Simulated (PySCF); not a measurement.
Pt (platinum, neutral) across methods

[Xe] 4f14 5d10, closed-shell 1S (an excited configuration). Calculation: PySCF 2.14, in aug-cc-pwCVTZ-PP with ECP60MDF; scalar relativity through the core potential.

| method | E (hartree) | mean ε 5s (eV) | mean ε 5p (eV) | mean ε 5d (eV) | Σ⟨r²⟩ (bohr²) | ⟨S²⟩ |
| --- | --- | --- | --- | --- | --- | --- |
| revPBE | -119.4426 | -98.600 | -53.797 | -4.396 | 49.78 | 0.000 |
| PBE | -119.3946 | -98.678 | -53.865 | -4.479 | 49.84 | 0.000 |
| PBEsol | -119.2340 | -98.588 | -53.768 | -4.497 | 49.80 | 0.000 |
| r2SCAN | -119.3872 | -100.83 | -55.294 | -4.467 | 49.08 | 0.000 |
| HSE06 | -119.3466 | -102.91 | -56.884 | -5.322 | 49.06 | 0.000 |
| UHF | -118.47671 | -116.43 | -66.849 | -8.753 | 47.92 | 0.000 |
| LDA | -119.1690 | -98.777 | -53.940 | -4.736 | 49.98 | 0.000 |
| PBE0 | -119.3486 | -103.29 | -57.269 | -5.712 | 49.01 | 0.000 |

Energies and moments cover only the electrons outside the core potential. Spin-orbit coupling, which splits the p, d and f shells strongly at this Z, is absent.
